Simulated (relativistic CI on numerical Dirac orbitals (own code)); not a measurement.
## Level scheme of Mo27+

Computed by Dirac-Coulomb-Breit CI, KLI orbitals optimised for each configuration, model QED, unscaled Slater integrals (own radial code, finite nucleus).

Configurations in the expansion (outside the closed core [Ne]): 3s²3p³, 3s3p⁴, 3s²3p²3d, 3p⁵, 3s3p³3d, 3p⁴3d, 3s3p²3d², 3s²3p3d4p, 3p⁴4s, 3s3p²3d4s, 3s²3p²4s, 3p⁴4p, 3s²3p²4p, 3s²3p²4d, 3s3p³4s, 3p³3d4p, 3s²3p²4f, 3s3p³4p, 3s3p³4d, 3s3p³4f, 3s²3p²5s, 3s²3p²5p, 3s²3p4s4p, 3s²3p²5d, 3s²3p²5f, 3s²3p²5g, 3s3p²4s², 3s3p³5s, 3s²3p3d², 3s²3d³, 3s3p3d³, 3s²3d²4s, 3s²3d²4p, 3s²3d²4d, 3p³3d², 3p²3d³, 3p²3d²4s, 3p²3d²4p, 3p²3d²4d, 3s²3p3d4s, 3s3p3d²4s, 3s²3d4s², 3s²3d4s4p, 3s²3d4s4d, 3s3p²3d4p, 3s3p3d²4p, 3s3p3d4s4p, 3s3p3d4p², 3s3p3d4p4d, 3p³3d4s, 3p²3d4s², 3p²3d4s4p, 3p²3d4s4d, 3s²3p4s², 3s3p3d4s², 3s²4s²4p, 3s²4s²4d, 3s²3p4p², 3s²3d4p², 3s²4s4p², 3s²4p³, 3s²4p²4d, 3s3p²4s4p, 3s3p4s²4p, 3s3p4s4p², 3s3p4s4p4d. Double excitations out of closed p, d and f shells are left out; levels of such configurations are missing from the list, as are those of other unlisted configurations, and high levels can miss mixing partners. These lack a partner that the ground configuration has and come out too high: 3s²3p²4f, 3s3p³4d, 3s3p³4f, 3s²3p²5s, 3s²3p²5p.

The lowest level is 3s²3p³ ⁴S°3/2, with 47 % of that term; Hund's rules for 3s²3p³ give ⁴S° with J = 3/2, in agreement.

```csv
No.,Configuration,Term,J,E (cm⁻¹),%,Next component (%)
1,3s²3p³,⁴S°,3/2,0,47,33 ²P°
2,3s²3p³,²D°,3/2,156420,53,40 ⁴S°
3,3s²3p³,²D°,5/2,201162,98,2 3s3p³3d ²D°
4,3s²3p³,²P°,1/2,260085,97,1 3s²3p3d² ²P°
5,3s²3p³,²P°,3/2,414259,59,28 ²D°
6,3s3p⁴(3P),⁴P,5/2,720078,76,11 ²D
7,3s3p⁴(3P),⁴P,3/2,804535,41,17 ²D
8,3s3p⁴(3P),⁴P,1/2,830165,61,25 ²S
9,3s3p⁴(3P),⁴P,3/2,887072,33,33 3s²3p²3d ⁴F
10,3s3p⁴(1D),²D,3/2,945576,37,20 3s²3p²3d ⁴F
11,3p²(3P)3d,⁴F,5/2,952475,39,17 ²D
12,3s3p⁴(1D),²D,5/2,974899,49,18 3s²3p²3d ²D
13,3p²(3P)3d,²P,3/2,1004432,42,19 ⁴F
14,3p²(3P)3d,⁴D,1/2,1014198,38,26 ²P
15,3p²(1D)3d,²F,5/2,1033009,60,32 ⁴F
16,3p²(3P)3d,⁴F,7/2,1059876,73,15 ²G
17,3p²(3P)3d,⁴D,7/2,1073709,48,41 ²F
18,3p²(3P)3d,⁴D,1/2,1084086,49,16 3s3p⁴ ²S
19,3p²(3P)3d,⁴D,3/2,1102320,55,11 3s3p⁴ ²P
20,3p²(3P)3d,⁴F,9/2,1112464,64,35 ²G
21,3p²(3P)3d,⁴D,5/2,1131120,34,26 ²F
22,3p²(1D)3d,²G,7/2,1196114,59,14 ⁴F
23,3s3p⁴(3P),²P,3/2,1196426,34,24 3s²3p²3d ²D
24,3p²(3P)3d,⁴P,5/2,1201451,49,18 ⁴D
25,3p²(3P)3d,²P,1/2,1205397,37,27 3s3p⁴ ²S
26,3p²(3P)3d,⁴P,3/2,1229370,35,34 ²P
27,3p²(3P)3d,⁴P,1/2,1232598,27,25 ²S
28,3p²(3P)3d,²D,3/2,1260682,72,8 ⁴P
29,3p²(1D)3d,²F,7/2,1278483,49,35 ⁴D
30,3p²(3P)3d,²D,5/2,1284391,55,36 ²F
```

Energies count from the lowest computed level; ° marks odd parity. Percentages are summed over parent terms; the parents shown are those of the largest component, closed shells are left out there.

The mean weight of the leading LS term, summed over parents, in these 30 levels is 52 %, and that of the leading jj configuration (from the same eigenvectors) 63 %, so jj coupling describes them better and the LS labels are nominal.

At this charge energies of transitions that change n are usually good to better than 1 %, and those within a shell (Δn = 0) to a few per cent.

LS names give the leading component of a level, which can be under half, so a name can repeat, a term be missing and a line seem to break the LS rules.
